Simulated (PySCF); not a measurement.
Species: C6H7ClO2.
Numbering: `[CH3:1][CH2:2][O:3][C:4](=[O:5])[C:6]#[C:7][CH2:8][Cl:9]` (hydrogens: H10, H11, H12 on C1; H13, H14 on C2; H15, H16 on C8)

A PySCF run (density fitting, gas phase, GFN2-xTB geometry) gave HOMO -7.69 eV, LUMO -2.00 eV, dipole 1.79 D and E = -843.005 Eh.

Problem. Which of these levels was it?
A. PBE0/pcSseg-1
B. CAM-B3LYP/def2-SVPD
C. HSE06/6-311G**
D. X3LYP/6-311G**

Solution. C. It is HSE06/6-311G**. All candidates on this geometry:

| level and settings | kind | basis functions | SCF cycles | E (Eh) | HOMO (eV) | LUMO (eV) | dipole (D) |
| --- | --- | --- | --- | --- | --- | --- | --- |
| HSE06/6-311G**, fitting basis def2-qzvpp-jkfit | screened hybrid, exact exchange at short range | 212 | 12 | -843.0051 | -7.69 | -2.00 | 1.79 |
| X3LYP/6-311G**, fitting basis def2-universal-jkfit, start guess atom | global hybrid | 212 | 12 | -843.3516 | -7.87 | -1.70 | 1.80 |
| PBE0/pcSseg-1 | global hybrid | 195 | 16 | -842.7861 | -8.17 | -1.67 | 1.82 |
| CAM-B3LYP/def2-SVPD | range-separated hybrid | 249 | 15 | -842.8705 | -9.61 | -0.63 | 1.82 |

The nearest other candidate, by the summed differences of HOMO and LUMO, is X3LYP/6-311G**: its HOMO differs by -0.18 eV and its LUMO by +0.30 eV. Cycle counts include a coarse-grid stage where the run had one. All basis functions are spherical, in the Pople sets too.

Shape of the structure used: `[CH3:1][CH2:2][O:3][C:4](=[O:5])[C:6]#[C:7][CH2:8][Cl:9]`: C1–C2–O3–C4 84°, C2–O3–C4–O5 1°.
